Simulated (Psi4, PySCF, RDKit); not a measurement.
Torsional profile of SMILES C[Si](C)(C)[SiH2]O (C₃H₁₂OSi₂). Scanned: dihedral Si2–Si5–O6–H18; all other coordinates were relaxed at GFN2-xTB. Points at φ and −φ are mirror images. Heavy atoms are numbered in the order of the SMILES C[Si](C)(C)[SiH2]O, hydrogens after them in the order of the atoms that carry them; the mirror image has the same energies with the sign of each dihedral reversed.

Computed with: UFF // GFN2-xTB (RDKit); RKS-B3LYP/6-311+G** = restricted B3LYP/6-311+G**, spherical d, density fitting // GFN2-xTB (PySCF); RHF/STO-3G = PySCF 2.14.0 with restricted Hartree-Fock/STO-3G // GFN2-xTB; PBE-D3(BJ)/def2-SVP // GFN2-xTB (Psi4).

Energies relative to the lowest point of each profile, in kJ/mol:

```csv
φ / °,UFF,RKS-B3LYP/6-311+G**,RHF/STO-3G
-150,0.75,0.92,2.25
-105,0.33,3.09,4.41
-75,2.07,3.46,2.06
-60,2.68,3.70,1.91
-30,3.62,4.91,4.69
-15,3.78,5.59,6.37
0,3.71,5.91,7.07
30,3.62,4.91,4.69
75,2.07,3.46,2.06
135,0.24,1.80,4.12
165,1.55,0.24,0.61
180,1.97,0.00,0.00
```

Problem. What does PBE-D3(BJ)/def2-SVP give at the same points?

Solution. -150: 1.22; -105: 3.72; -75: 2.89; -60: 2.51; -30: 3.22; -15: 3.84; 0: 4.08; 30: 3.22; 75: 2.89; 135: 2.44; 165: 0.32; 180: 0.00 (kJ/mol).
